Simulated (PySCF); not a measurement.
How exact exchange moves a shielding

Molecule: SMILES N[SiH](P)P, H₇NP₂Si.

Atom-mapped SMILES (the numbers label the heavy atoms): `[NH2:1][SiH:2]([PH2:3])[PH2:4]`; H(Xn) means a hydrogen on atom n.

GIAO shieldings (ppm, equivalent atoms averaged) in PySCF 2.14 on the PBE0-D3(BJ)/def2-SVP geometry, basis pcSseg-2, gas phase, non-relativistic:

| functional | exact exchange (%) | σ(N1) | σ(Si2) |
| --- | --- | --- | --- |
| BLYP | 0 | 224.2 | 316.7 |
| BP86 | 0 | 228.2 | 330.1 |
| PBE | 0 | 228.2 | 332.0 |
| B3LYP | 20 | 230.4 | 331.7 |
| PBE0 | 25 | 235.6 | 349.9 |
| mPW1PW91 | 25 | 235.3 | 348.3 |
| HF | 100 | 247.6 | 394.2 |

(1) Fit each shielding as a line in the percentage of exact exchange.

(2) What does the line predict for BHandHLYP (50 %), and what does the run give?

Answers

(1) σ(N1) = 227.7 + 0.21 x (rms 2.0 ppm); σ(Si2) = 326.6 + 0.69 x (rms 6.2 ppm). The functionals also differ in their semilocal parts, which the line can't hold; Hartree–Fock has no correlation at all.

(2) σ(N1): 238.2 predicted, 237.7 computed; σ(Si2): 361.1 predicted, 353.7 computed ppm.
